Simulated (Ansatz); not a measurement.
`OP[SiH2][GaH2]` and `O[SiH2]PO` differ in one atom or group.

Ansatz, PBE0-D4/def2-TZVP geometries, multiplicity 1. Each molecule was computed in one conformer, which needn't be the lowest.

Scalar relativity is left out up to krypton.

| property | `OP[SiH2][GaH2]` |
| --- | --- |
| size of the dipole moment (PBE/def2-TZVPP) / D | 1.61 |
| HOMO–LUMO gap (ωB97M-V/def2-TZVPP) / eV | 8.90 |
| LUMO energy (PBE/def2-TZVPP) / eV | -2.43 |
| HOMO energy (ωB97M-V/def2-TZVPP) / eV | -8.71 |
| HOMO–LUMO gap (B3LYP/def2-TZVPP) / eV | 4.79 |
| LUMO energy (PBE0/def2-TZVPP) / eV | -1.58 |

Problem. What does the change do to each property? (Estimate.)

Solution. Ansatz gave: 
```json
{"property": "size of the dipole moment (PBE/def2-TZVPP) / D", "`O[SiH2]PO`": "1.86", "shift": "0.25"}
{"property": "HOMO–LUMO gap (ωB97M-V/def2-TZVPP) / eV", "`O[SiH2]PO`": "10.09", "shift": "1.19"}
{"property": "LUMO energy (PBE/def2-TZVPP) / eV", "`O[SiH2]PO`": "-1.86", "shift": "0.57"}
{"property": "HOMO energy (ωB97M-V/def2-TZVPP) / eV", "`O[SiH2]PO`": "-9.21", "shift": "-0.50"}
{"property": "HOMO–LUMO gap (B3LYP/def2-TZVPP) / eV", "`O[SiH2]PO`": "5.71", "shift": "0.92"}
{"property": "LUMO energy (PBE0/def2-TZVPP) / eV", "`O[SiH2]PO`": "-0.94", "shift": "0.64"}
```

With PBE0 the HOMO falls by 0.33 eV and the LUMO rises by 0.64 eV, so the gap widens by about 0.97 eV. PBE moves the HOMO by -0.14 eV and ωB97M-V by -0.50 eV. The zero-point energy changes by -0.1 kJ/mol with -3 modes. Dipoles are sizes alone; their direction can turn.

B3LYP here is the variant with VWN-RPA as its local correlation; programs differ in this.
